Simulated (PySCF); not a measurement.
Compound: C3H5O4S (charge -1).
Atom-mapped SMILES: `[CH3:1][O:2][C:3](=[O:4])[CH2:5][S@@:6](=[O:7])[O-:8]` (hydrogens: H9, H10, H11 on C1; H12, H13 on C5)

Computed geometry: GFN2-xTB, gas phase.

(1) List the bond lengths, angles and torsions at this level.

## Answers

(1) 
| bond | length (Å) |
| --- | --- |
| C1–O2 | 1.407 |
| O2–C3 | 1.379 |
| C3=O4 | 1.223 |
| C3–C5 | 1.429 |
| C5–S6 | 2.075 |
| S6=O7 | 1.478 |
| S6–O8 | 1.472 |
| C1–H9, C1–H10, C1–H11 | 1.094 |
| C5–H12 | 1.081 |
| C5–H13 | 1.082 |

Bonds in one row agree within 0.01 Å and their mean is given. A selection of angles:
| angle | degrees |
| --- | --- |
| O2–C1–H9 | 109.5 |
| O2–C1–H10 | 108.4 |
| H9–C1–H10 | 110.2 |
| C1–O2–C3 | 116.8 |
| O2–C3–O4 | 121.2 |
| O2–C3–C5 | 111.6 |
| O4–C3–C5 | 127.1 |
| C3–C5–S6 | 108.0 |
| C3–C5–H12 | 115.0 |
| C3–C5–H13 | 114.8 |
| S6–C5–H12 | 102.1 |
| S6–C5–H13 | 99.9 |
| H12–C5–H13 | 114.6 |
| C5–S6–O7 | 98.9 |
| C5–S6–O8 | 103.3 |
| O7–S6–O8 | 112.6 |

Dihedral angles: C1–O2–C3–O4 10° (synperiplanar); O2–C3–C5–S6 95° (anticlinal); C3–C5–S6–O7 -176° (antiperiplanar).

S6 (sulfur bonded to C and 2 O) is pyramidal (angles 112.6°, 103.3° and 98.9°, sum 314.8°, 0.64 Å off the plane of its three neighbours). C3 (ester carbonyl carbon) is planar (angles 127.1°, 121.2° and 111.6°, sum 360.0°, 0.02 Å off the plane of its three neighbours). The 3 C–O bonds span 1.223 Å (C3=O4, drawn double) to 1.407 Å (C1–O2, drawn single), a spread of 0.184 Å. Of the pairs four or more bonds apart, O4···H9 is among the closest relative to their van der Waals radii: 2.17 Å, 80 % of the sum of Bondi's values.

Point group: C1 (no symmetry element, even within 0.4 Å). No GFN2-xTB frequencies stand behind this structure, so it isn't proved a minimum.

One conformer stands for the species.
